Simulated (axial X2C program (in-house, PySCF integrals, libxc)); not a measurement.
**AsS: properties at the nuclei**

Calculated with an axial X2C code built on PySCF integrals: two-component X2C with atomic mean-field Coulomb and Gaunt terms, Gaussian nuclei, basis As dyall-cv3z, S dyall-av3z with contracted cores.

R = 2.014 Å (near the PBE0 minimum at charge 0 of the determinant lowest at the starting distance; the state shown can have its own minimum elsewhere).

Determinant lowest in the PBE0 search, Ω = 1/2 (⟨Sz⟩ = -0.50, ⟨Lz⟩ = 1.00 at PBE0), spin on the atoms As -0.41, S -0.09:

```
 level  Eeff magnitude (GV/cm)  Ws magnitude As (kHz)  A∥/gI As (MHz)  qzz As (a.u.)  A∥/gI S (MHz)  qzz S (a.u.)  μ (D)
  PBE0                  0.0362                 0.0631            1490          -1.87            467          0.29  -1.39
    HF                   0.653                   0.53            1030          -1.91            686          0.22  -1.35
 PBE50                  0.0954                  0.114            1470          -2.17            461          0.35  -1.58
 B3LYP                  0.0412                0.00173            1470          -1.74            464          0.26  -1.35
r2SCAN                   0.159                  0.176            1480          -1.67            442          0.25  -1.23
```

Determinant 0.14 eV from it at PBE0 and this distance, Ω = 3/2 (⟨Sz⟩ = 0.50, ⟨Lz⟩ = 1.00 at PBE0), spin on the atoms As 0.44, S 0.07:

| level | Eeff magnitude (GV/cm) | Ws magnitude As (kHz) | A∥/gI As (MHz) | qzz As (a.u.) | A∥/gI S (MHz) | qzz S (a.u.) | μ (D) |
| --- | --- | --- | --- | --- | --- | --- | --- |
| PBE0 | 0.221 | 0.0706 | 219 | -1.97 | 118 | 0.27 | -1.33 |
| HF | 0.768 | 0.207 | 16.5 | -1.82 | 265 | 0.15 | -1.21 |
| PBE50 | 0.313 | 0.096 | 221 | -2.25 | 134 | 0.32 | -1.50 |
| B3LYP | 0.137 | 0.047 | 257 | -1.85 | 112 | 0.23 | -1.29 |
| r2SCAN | 0.322 | 0.102 | 198 | -1.77 | 123 | 0.23 | -1.17 |

Eeff is the effective electric field on the electron electric dipole moment in this Ω state and Ws the scalar–pseudoscalar constant of the nucleus named (defined with the proton number Z and per Ω); A∥ (defined per Ω) follows by multiplying with gI = μI/(I μN); qzz is the electric field gradient, eQq0 = 234.96 MHz × Q/barn × qzz; μ is positive if the S end (last atom) is positive. The operators were transformed with the bare-nucleus X2C matrices; with these basis sets, hyperfine constants and field gradients can be off by tens of per cent, and where levels differ in sign neither size nor sign is settled.

(1) With gI(75As) = 0.9597, Q(75As) = 0.311 barn, gI(33S) = 0.4292, Q(33S) = -0.0694 barn (g factors from the IAEA table of nuclear moments by Stone; Q from Pyykkö, Mol. Phys. 2018), turn the PBE0 values of the first state into constants in MHz.

Each state is one determinant with collinear spin. Unrestricted Hartree–Fock can overshoot spin polarisation at the nuclei. In the state Ω = 1/2 the sign of Eeff differs between levels (B3LYP against PBE0). Where Eeff spreads by more than a factor of two the levels disagree and none is to be relied on. The search compared states at one distance, so a state with another bond length can lie lower. The sign of Ws at As differs between levels in the first state. Further determinants of the search, some of them spin-mixed, are not shown. PBE0 term energies can be off by some tenths of an eV.

## Answers

(1) A∥(75As) = 1490 × 0.9597 = 1430 MHz; eQq0(75As) = 234.96 × (0.311) × (-1.87) = -137 MHz; A∥(33S) = 467 × 0.4292 = 200 MHz; eQq0(33S) = 234.96 × (-0.0694) × (0.29) = -4.73 MHz.
